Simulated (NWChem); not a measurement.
System: C₂H₄ClFSi; SMILES F/C=C(/[SiH3])Cl

Here is an NWChem input.

```
start job
memory heap 200 mb stack 900 mb global 1100 mb
geometry units angstroms noautoz
  F     -0.884283     2.207423     0.000000
  C     -1.105709     0.906754     0.000000
  C     -0.134664    -0.012840     0.000000
  Si    -0.452690    -1.860353     0.000000
  Cl     1.527455     0.489530     0.000000
  H     -2.168484     0.645115     0.000000
  H      0.155557    -2.474191    -1.215524
  H      0.155557    -2.474191     1.215524
  H     -1.930962    -2.077349     0.000000
end
basis spherical
  F library 6-31g*
  C library 6-31g*
  Si library 6-31g*
  Cl library 6-31g*
  H library 6-31g*
end
dft
  xc xpbe96 cpbe96
  iterations 150
  mulliken
end
task dft energy
```

Parts of the log:

```
             Northwest Computational Chemistry Package (NWChem) 7.3.0
             --------------------------------------------------------

 CS  symmetry detected

                             Geometry "geometry" -> ""
                             -------------------------

 Output coordinates in angstroms (scale by  1.889725989 to convert to a.u.)

  No.       Tag          Charge          X              Y              Z
 ---- ---------------- ---------- -------------- -------------- --------------
    1 F                    9.0000    -0.93494236     2.16935200     0.00000000
    2 C                    6.0000    -1.13077063     0.86458359     0.00000000
    3 C                    6.0000    -0.14184529    -0.03575423     0.00000000
    4 Si                  14.0000    -0.42351076    -1.88915904     0.00000000
    5 Cl                  17.0000     1.51008252     0.49917540     0.00000000
    6 H                    1.0000    -2.18819991     0.58211415     0.00000000
    7 H                    1.0000     0.19667925    -2.49092797    -1.21552400
    8 H                    1.0000     0.19667925    -2.49092797     1.21552400
    9 H                    1.0000    -1.89723396    -2.13515760     0.00000000

 Effective nuclear repulsion energy (a.u.)     267.4226410506

      Symmetry information
      --------------------

 Group name             Cs
 Group number              2
 Group order               2
 No. of unique centers     8

  pbe96 is a nonlocal functional; adding pw91lda local functional.

                                 NWChem DFT Module
                                 -----------------

 Summary of "ao basis" -> "ao basis" (spherical)
 ------------------------------------------------------------------------------
       Tag                 Description            Shells   Functions and Types
 ---------------- ------------------------------  ------  ---------------------
 F                           6-31g*                  6       14   3s2p1d
 C                           6-31g*                  6       14   3s2p1d
 Si                          6-31g*                  8       18   4s3p1d
 Cl                          6-31g*                  8       18   4s3p1d
 H                           6-31g*                  2        2   2s

      Symmetry analysis of basis
      --------------------------

        a'         62
        a"         24

            General Information
            -------------------
          SCF calculation type: DFT
          Wavefunction type:  closed shell.
          No. of atoms     :     9
          No. of electrons :    56
           Alpha electrons :    28
            Beta electrons :    28
          Charge           :     0
          Spin multiplicity:     1
          Use of symmetry is: on ; symmetry adaption is: on
          Maximum number of iterations: 150
          AO basis - number of functions:    86
                     number of shells:    42
          Convergence on energy requested:  1.00D-06
          Convergence on density requested:  1.00D-05
          Convergence on gradient requested:  5.00D-04

              XC Information
              --------------
          PerdewBurkeErnzerhof Exchange Functional  1.000
            Perdew 1991 LDA Correlation Functional  1.000 local
           PerdewBurkeErnz. Correlation Functional  1.000 non-local

             Grid Information
             ----------------
          Grid used for XC integration:  medium
          Radial quadrature: Mura-Knowles
          Angular quadrature: Lebedev.
          Tag              B.-S. Rad. Rad. Pts. Rad. Cut. Ang. Pts.
          ---              ---------- --------- --------- ---------
          F                   0.50       49          12.0       434
          C                   0.70       49          10.0       434
          Si                  1.10       88           9.0       590
          Cl                  1.00       88          11.0       590
          H                   0.35       45          11.0       434
          Grid pruning is: on
          Number of quadrature shells:   458
          Spatial weights used:  Erf1

      Superposition of Atomic Density Guess
      -------------------------------------

 Sum of atomic energies:        -924.95366071

      Non-variational initial energy
      ------------------------------

 Total energy =    -926.819947
 1-e energy   =   -1810.630841
 2-e energy   =     616.388253
 HOMO         =      -0.250902
 LUMO         =       0.055612

      Symmetry analysis of molecular orbitals - initial
      -------------------------------------------------

  Numbering of irreducible representations:

     1 a'          2 a"

  Orbital symmetries:

     1 a'          2 a'          3 a'          4 a'          5 a'
     6 a'          7 a'          8 a'          9 a"         10 a'
    11 a'         12 a"         13 a'         14 a'         15 a'
    16 a'         17 a'         18 a'         19 a'         20 a"
    21 a'         22 a"         23 a'         24 a'         25 a'
    26 a"         27 a'         28 a"         29 a"         30 a'
    31 a'         32 a'         33 a"         34 a'         35 a'
    36 a'         37 a'         38 a'

     ---------------------------------------------
      Total Density - Mulliken Population Analysis
     ---------------------------------------------

    Atom       Charge   Shell Charges
 -----------   ------   -------------------------------------------------------
    1 F    9     9.42   2.00  0.94  3.39  1.00  2.08  0.01
    2 C    6     5.55   2.00  0.70  1.62  0.49  0.69  0.07
    3 C    6     6.30   2.00  0.72  1.79  0.62  1.14  0.04
    4 Si  14    13.60   2.00  2.00  5.97  0.98  1.70  0.30  0.52  0.12
    5 Cl  17    17.14   2.00  2.00  5.98  1.38  3.61  0.54  1.61  0.02
    6 H    1     0.81   0.47  0.35
    7 H    1     1.06   0.47  0.59
    8 H    1     1.06   0.47  0.59
    9 H    1     1.06   0.47  0.59

   convergence    iter        energy       DeltaE   RMS-Dens  Diis-err
 ---------------- ----- ----------------- --------- --------- ---------
 d= 0,ls=0.0,diis     1   -927.4428213841 -1.19D+03  1.89D-02  7.66D-01
 d= 0,ls=0.0,diis     2   -927.3133081232  1.30D-01  1.35D-02  2.00D+00
 d= 0,ls=0.0,diis     3   -927.5197195618 -2.06D-01  3.09D-03  9.96D-02
 d= 0,ls=0.0,diis     4   -927.5261542708 -6.43D-03  1.96D-03  2.39D-02
 d= 0,ls=0.0,diis     5   -927.5281324356 -1.98D-03  8.20D-04  6.72D-03
  Resetting Diis
 d= 0,ls=0.0,diis     6   -927.5291333659 -1.00D-03  1.63D-04  1.64D-04
 d= 0,ls=0.0,diis     7   -927.5291542311 -2.09D-05  1.20D-04  2.32D-05
 d= 0,ls=0.0,diis     8   -927.5291490523  5.18D-06  7.65D-05  6.99D-05
 d= 0,ls=0.0,diis     9   -927.5291569521 -7.90D-06  5.86D-06  2.33D-07
 d= 0,ls=0.0,diis    10   -927.5291569805 -2.84D-08  1.59D-06  2.41D-08

         Total DFT energy =     -927.529156980536
      One electron energy =    -1812.953545918803
           Coulomb energy =      689.411934207215
    Exchange-Corr. energy =      -71.410186319569
 Nuclear repulsion energy =      267.422641050621

 Numeric. integr. density =       56.000002493081

                  Occupations of the irreducible representations
                  ----------------------------------------------

                     irrep           alpha         beta
                     --------     --------     --------
                     a'               22.0         22.0
                     a"                6.0          6.0

                       DFT Final Molecular Orbital Analysis
                       ------------------------------------

 Vector   26  Occ=2.000000D+00  E=-3.035643D-01  Symmetry=a"
              MO Center=  5.5D-01, -9.8D-01, -2.2D-14, r^2= 4.3D+00
   Bfn.  Coefficient  Atom+Function         Bfn.  Coefficient  Atom+Function
  ----- ------------  ---------------      ----- ------------  ---------------
    69      0.464209  5 Cl pz                51     -0.298910  4 Si pz
    73      0.228733  5 Cl pz                82      0.200916  7 H  s
    84     -0.200916  8 H  s                 81      0.183490  7 H  s
    83     -0.183490  8 H  s                 65     -0.181933  5 Cl pz
    33      0.136000  3 C  pz                47      0.122557  4 Si pz

 Vector   27  Occ=2.000000D+00  E=-2.652408D-01  Symmetry=a'
              MO Center=  9.9D-01,  1.8D-01, -3.8D-15, r^2= 2.7D+00
   Bfn.  Coefficient  Atom+Function         Bfn.  Coefficient  Atom+Function
  ----- ------------  ---------------      ----- ------------  ---------------
    68      0.644632  5 Cl py                72      0.349928  5 Cl py
    64     -0.251037  5 Cl py                32     -0.207716  3 C  py
    50      0.203438  4 Si py                20     -0.147251  2 C  s
    34      0.137023  3 C  s                 67     -0.136359  5 Cl px
    86     -0.125456  9 H  s                 17     -0.107586  2 C  px

 Vector   28  Occ=2.000000D+00  E=-2.217103D-01  Symmetry=a"
              MO Center= -2.9D-02,  5.0D-01, -6.0D-16, r^2= 3.0D+00
   Bfn.  Coefficient  Atom+Function         Bfn.  Coefficient  Atom+Function
  ----- ------------  ---------------      ----- ------------  ---------------
    69      0.414182  5 Cl pz                19     -0.344385  2 C  pz
    33     -0.331506  3 C  pz                73      0.267222  5 Cl pz
     5      0.256344  1 F  pz                37     -0.237060  3 C  pz
    23     -0.208694  2 C  pz                 9      0.202475  1 F  pz
    65     -0.160200  5 Cl pz                82     -0.126437  7 H  s

 Vector   29  Occ=0.000000D+00  E=-4.144188D-02  Symmetry=a"
              MO Center= -6.0D-01,  2.8D-01,  2.7D-16, r^2= 2.8D+00
   Bfn.  Coefficient  Atom+Function         Bfn.  Coefficient  Atom+Function
  ----- ------------  ---------------      ----- ------------  ---------------
    23      0.531933  2 C  pz                19      0.492176  2 C  pz
    37     -0.477600  3 C  pz                33     -0.365820  3 C  pz
    82     -0.258093  7 H  s                 84      0.258093  8 H  s
     5     -0.215122  1 F  pz                55     -0.204888  4 Si pz
     9     -0.198794  1 F  pz                51     -0.162185  4 Si pz

 Vector   30  Occ=0.000000D+00  E=-1.682795D-02  Symmetry=a'
              MO Center=  4.2D-01, -4.2D-03,  8.9D-16, r^2= 3.9D+00
   Bfn.  Coefficient  Atom+Function         Bfn.  Coefficient  Atom+Function
  ----- ------------  ---------------      ----- ------------  ---------------
    34      0.911773  3 C  s                 71      0.700174  5 Cl px
    35      0.603783  3 C  px                70     -0.536254  5 Cl s
    67      0.428981  5 Cl px                31      0.346065  3 C  px
    54     -0.311630  4 Si py                86      0.286575  9 H  s
    80      0.267814  6 H  s                 72      0.254409  5 Cl py

 Vector   31  Occ=0.000000D+00  E= 2.095109D-03  Symmetry=a'
              MO Center= -4.7D-01, -1.9D+00,  3.2D-16, r^2= 4.6D+00
   Bfn.  Coefficient  Atom+Function         Bfn.  Coefficient  Atom+Function
  ----- ------------  ---------------      ----- ------------  ---------------
    54      1.140352  4 Si py                34     -0.658549  3 C  s
    36      0.433502  3 C  py                86      0.412893  9 H  s
    53      0.362781  4 Si px                50      0.330172  4 Si py
    80      0.251745  6 H  s                 52      0.244519  4 Si s
    32      0.208363  3 C  py                22      0.195346  2 C  py

     ---------------------------------------------
      Total Density - Mulliken Population Analysis
     ---------------------------------------------

    Atom       Charge   Shell Charges
 -----------   ------   -------------------------------------------------------
    1 F    9     9.21   2.00  0.94  3.30  1.02  1.94  0.02
    2 C    6     5.82   2.00  0.69  1.98  0.43  0.65  0.07
    3 C    6     6.31   2.00  0.68  2.01  0.61  0.98  0.04
    4 Si  14    13.73   2.00  2.00  5.96  1.02  1.96  0.25  0.39  0.15
    5 Cl  17    16.98   2.00  2.00  5.97  1.42  3.60  0.51  1.45  0.03
    6 H    1     0.84   0.52  0.31
    7 H    1     1.03   0.50  0.53
    8 H    1     1.03   0.50  0.53
    9 H    1     1.05   0.50  0.55

     -------------------------------------------
      Total Density - Lowdin Population Analysis
     -------------------------------------------

    Atom       Charge   Shell Charges
 -----------   ------   -------------------------------------------------------
    1 F    9     9.04   1.99  0.92  3.16  0.81  2.11  0.04
    2 C    6     6.01   1.99  0.54  1.78  0.40  1.13  0.18
    3 C    6     6.33   1.99  0.57  1.84  0.45  1.40  0.09
    4 Si  14    13.78   2.00  1.98  5.88  0.71  1.75  0.38  0.88  0.19
    5 Cl  17    16.93   2.00  1.99  5.91  1.16  3.33  0.64  1.86  0.04
    6 H    1     0.85   0.49  0.36
    7 H    1     1.02   0.49  0.53
    8 H    1     1.02   0.49  0.53
    9 H    1     1.02   0.49  0.53

     Multipole analysis of the density
     ---------------------------------

     L   x y z        total         alpha         beta         nuclear
     -   - - -        -----         -----         ----         -------
     0   0 0 0     -0.000000    -28.000000    -28.000000     56.000000

     1   1 0 0     -0.629210     -0.314605     -0.314605     -0.000000
     1   0 1 0     -0.309796     -0.154898     -0.154898     -0.000000
     1   0 0 1     -0.000000     -0.000000     -0.000000      0.000000

     2   2 0 0    -30.751060   -132.152378   -132.152378    233.553697
     2   1 1 0     -0.225540     -3.190149     -3.190149      6.154759
     2   1 0 1      0.000000      0.000000      0.000000      0.000000
     2   0 2 0    -32.905523   -227.780474   -227.780474    422.655425
     2   0 1 1     -0.000000     -0.000000     -0.000000      0.000000
     2   0 0 2    -32.928327    -21.740406    -21.740406     10.552485
```

Level: PBE/6-31G* (spherical d). All runs use the structure optimised with PBE0/def2-SVP.
